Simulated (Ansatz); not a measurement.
Two members of one family (Oligo(p-phenylene), silylethynyl ends), computed with Ansatz in the gas phase. Binding counts from free atoms in the multiplicity of their measured ground term, without zero-point energy. The structures are stationary points that may keep the symmetry of their start.

First: C[Si](C)(C)C#Cc1ccc(-c2ccc(-c3ccc(C#C[Si](C)(C)C)cc3)cc2)cc1 (singlet, charge 0, PBE-D4/def2-SVP geometry).

```xyz
60

C    10.959    0.977   -0.709
Si    9.953    1.149   -2.301
C    10.201    2.864   -3.057
C    10.443   -0.192   -3.541
C     8.163    0.943   -1.887
C     6.966    0.804   -1.611
C     5.586    0.644   -1.292
C     5.175    0.333    0.029
C     3.822    0.179    0.336
C     2.821    0.326   -0.653
C     1.387    0.161   -0.322
C     0.879    0.529    0.946
C    -0.474    0.375    1.258
C    -1.387   -0.159    0.321
C    -2.821   -0.325    0.652
C    -3.578   -1.394    0.115
C    -4.929   -1.555    0.425
C    -5.587   -0.645    1.291
C    -6.967   -0.804    1.611
C    -8.164   -0.941    1.888
Si   -9.952   -1.150    2.302
C   -10.984   -0.290    0.970
C   -10.273   -0.363    3.992
C   -10.346   -2.998    2.348
C    -4.833    0.429    1.832
C    -3.482    0.580    1.517
C    -0.879   -0.530   -0.946
C     0.473   -0.371   -1.260
C     3.237    0.636   -1.969
C     4.586    0.794   -2.288
H    12.043    1.095   -0.918
H    10.666    1.747    0.032
H    10.804   -0.019   -0.247
H    11.268    3.023   -3.320
H     9.598    2.982   -3.980
H     9.899    3.660   -2.347
H     9.843   -0.113   -4.469
H    11.515   -0.097   -3.812
H    10.284   -1.204   -3.116
H     5.939    0.205    0.811
H     3.533   -0.089    1.364
H     1.558    0.963    1.696
H    -0.830    0.658    2.260
H    -3.086   -2.130   -0.539
H    -5.497   -2.398    0.005
H   -12.066   -0.397    1.189
H   -10.747    0.791    0.920
H   -10.788   -0.729   -0.029
H   -11.341   -0.469    4.275
H   -10.024    0.717    3.981
H    -9.658   -0.847    4.779
H   -11.415   -3.163    2.592
H    -9.733   -3.517    3.113
H   -10.140   -3.472    1.366
H    -5.331    1.149    2.498
H    -2.928    1.437    1.929
H    -1.564   -0.931   -1.708
H     0.835   -0.685   -2.251
H     2.481    0.783   -2.756
H     4.888    1.045   -3.315
```

```json
{"level": "PBE-D4/def2-SVP", "HOMO (eV)": "-5.21", "LUMO (eV)": "-2.51", "gap (eV)": "2.70", "binding per atom (eV)": "5.07"}
{"level": "PBE0-D4/def2-SVP", "HOMO (eV)": "-6.08", "LUMO (eV)": "-1.87", "gap (eV)": "4.21", "binding per atom (eV)": "4.99"}
```

Second: C[Si](C)(C)C#Cc1ccc(-c2ccc(-c3ccc(-c4ccc(C#C[Si](C)(C)C)cc4)cc3)cc2)cc1 (singlet, charge 0, PBE-D4/def2-SVP geometry).

Cartesian coordinates in Å:
```
C 0.088 8.208 10.312
Si 1.771 7.577 9.726
C 2.859 9.020 9.173
C 2.621 6.597 11.102
C 1.508 6.454 8.283
C 1.332 5.702 7.318
C 1.130 4.835 6.205
C 0.966 5.355 4.895
C 0.768 4.502 3.809
C 0.723 3.096 3.973
C 0.512 2.195 2.817
C -0.164 0.962 2.959
C -0.362 0.112 1.868
C 0.105 0.451 0.577
C -0.105 -0.451 -0.579
C -0.293 0.061 -1.884
C -0.493 -0.790 -2.975
C -0.512 -2.195 -2.818
C -0.722 -3.095 -3.974
C -0.119 -4.374 -4.026
C -0.314 -5.227 -5.114
C -1.130 -4.835 -6.205
C -1.332 -5.702 -7.318
C -1.508 -6.454 -8.283
Si -1.770 -7.579 -9.725
C -3.581 -7.459 -10.257
C -0.634 -7.027 -11.133
C -1.352 -9.344 -9.192
C -1.737 -3.553 -6.158
C -1.535 -2.708 -5.067
C -0.324 -2.706 -1.513
C -0.126 -1.855 -0.422
C 0.782 1.684 0.435
C 0.981 2.534 1.527
C 0.885 2.583 5.282
C 1.084 3.427 6.376
H 0.206 8.889 11.181
H -0.430 8.767 9.505
H -0.567 7.368 10.619
H 2.377 9.588 8.351
H 3.842 8.660 8.808
H 3.039 9.721 10.016
H 3.602 6.204 10.761
H 1.999 5.735 11.417
H 2.797 7.239 11.989
H 0.988 6.444 4.747
H 0.617 4.935 2.809
H -0.579 0.681 3.939
H -0.928 -0.821 2.012
H -0.300 1.150 -2.044
H -0.618 -0.354 -3.977
H 0.542 -4.695 -3.206
H 0.174 -6.212 -5.139
H -3.779 -8.120 -11.125
H -3.841 -6.421 -10.548
H -4.258 -7.760 -9.432
H -0.857 -5.984 -11.438
H -0.765 -7.682 -12.020
H 0.430 -7.074 -10.825
H -2.000 -9.669 -8.354
H -0.297 -9.417 -8.858
H -1.496 -10.051 -10.035
H -2.381 -3.237 -6.992
H -2.043 -1.733 -5.045
H -0.351 -3.793 -1.347
H 0.034 -2.291 0.576
H 1.195 1.966 -0.545
H 1.547 3.466 1.381
H 0.884 1.494 5.441
H 1.219 3.007 7.383
```

Estimate the same table for the second.


| level | HOMO (eV) | LUMO (eV) | gap (eV) | binding per atom (eV) |
| --- | --- | --- | --- | --- |
| PBE-D4/def2-SVP | -5.17 | -2.55 | 2.62 | 5.17 |
| PBE0-D4/def2-SVP | -6.01 | -1.91 | 4.10 | 5.08 |
